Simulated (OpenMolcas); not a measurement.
**Mn2+: effect of the basis set**

- Program: OpenMolcas
- Method: CASSCF
- Active space: 5 electrons in 10 orbitals (3d 4d)
- State averaging: 2S+1 = 6 even, 1 root; 2S+1 = 4 even, 24 roots; 2S+1 = 2 even, 58 roots
- Spin-orbit coupling: state interaction with AMFI integrals over the reference wave functions, term energies averaged over their components

A. ANO-RCC-VTZP [6s5p3d2f1g], DKH2, point nucleus; cost roughly 90 core-seconds
B. ANO-R2 [7s4p4d2f1g], X2C, finite nucleus; cost about 3 core-minutes
C. ANO-RCC-VQZP [7s6p4d3f2g1h], DKH2, point nucleus; cost roughly 3 core-minutes

Energies in cm-1 above 3d5 6S 5/2, the measured ground level; measured values from Corliss and Sugar, J. Phys. Chem. Ref. Data 6, 1253 (1977).

| Level | A | B | C | Measured |
| --- | --- | --- | --- | --- |
| 3d5 6S 5/2 | 0.0 | 0.0 | 0.0 | 0.0 |
| 3d5 4G 5/2 | 30773 | 30859 | 30786 |  |
| 3d5 4G 7/2 | 30798 | 30884 | 30812 |  |
| 3d5 4G 9/2 | 30821 | 30906 | 30834 |  |
| 3d5 4G 11/2 | 30834 | 30918 | 30846 |  |
| 3d5 4P 5/2 | 35149 | 35245 | 35154 | 29168 |
| 3d5 4P 3/2 | 35174 | 35271 | 35181 |  |
| 3d5 4P 1/2 | 35208 | 35305 | 35216 |  |
| 3d5 4D 7/2 | 38310 | 38410 | 38323 | 32307 |
| 3d5 4D 1/2 | 38316 | 38417 | 38330 | 32369 |
| 3d5 4D 3/2 | 38353 | 38453 | 38368 |  |
| 3d5 4D 5/2 | 38372 | 38472 | 38386 | 32384 |
| 3d5 2I 11/2 | 43901 | 43971 | 43862 | 39174 |
| 3d5 2I 13/2 | 43954 | 44023 | 43915 | 39176 |
| 3d5 2D 5/2(1) [69 %] | 49311 | 49378 | 49247 | 41238 |
| 3d5 2D 3/2(1) | 49709 | 49781 | 49655 | 41570 |
| 3d5 2F 7/2(1) | 50555 | 50625 | 50496 | 42606 |
| 3d5 4F 7/2 | 51054 | 51197 | 51075 | 43602 |
| 3d5 4F 9/2 | 51063 | 51205 | 51083 | 43573 |
| 3d5 4F 3/2 | 51138 | 51277 | 51157 | 43675 |
| 3d5 2H 9/2 | 53534 | 53617 | 53481 | 46516 |
| 3d5 2H 11/2 | 53675 | 53758 | 53623 | 46671 |
| 3d5 2G 7/2 | 55735 | 55813 | 55683 | 47842 |
| 3d5 2G 9/2 | 55862 | 55939 | 55811 | 48005 |

Deviations, from unrounded energies. A percentage is the sum of absolute deviations over the sum of measured energies, with the sign that they share, or ± where signs differ.

```json
{"Against measurement": "mean absolute deviation (cm-1)", "Levels": "16", "A": "6900", "B": "7000", "C": "6800"}
{"Against measurement": "other terms of the ground configuration (%)", "Levels": "16", "A": "+16.9", "B": "+17.1", "C": "+16.8"}
```

A, B, C lie about equally close to measurement. The largest miss of C in the table is 3d5 2D 3/2(1), by +8100 cm-1. The ranking rests on the paired levels alone, and a cruder setting can come out closer through cancelling errors.

Among A to C the level of the table that moves most is 3d5 4F 7/2, by 140 cm-1 (lowest in A, highest in B).

Without dynamic correlation excited terms often stand tens of per cent too high (terms of higher spin than the ground term too low), and those without a measured partner can miss by more than the paired ones. Some levels mix across a computed gap that differs much from the measured one, so their mixing is not that of the real levels. Active for correlation alone: 4d; no level in the range computed is led by a configuration that fills it, so any true level of that kind is missing. Measured partners are found by configuration, term and J. A level has none where our copy of the source lacks it or the pairing is in doubt (some pairs that miss far off the trend of their configuration count as doubtful), and it then counts in no deviation. Levels of configurations outside the active space are missing. Levels that lie high or do not pair safely by name in every column are left out.

A share in square brackets marks a mixed level and gives the weight of the term that names it, the lowest over the columns. A number in round brackets counts repeated terms of one configuration in the order of the reference energies.
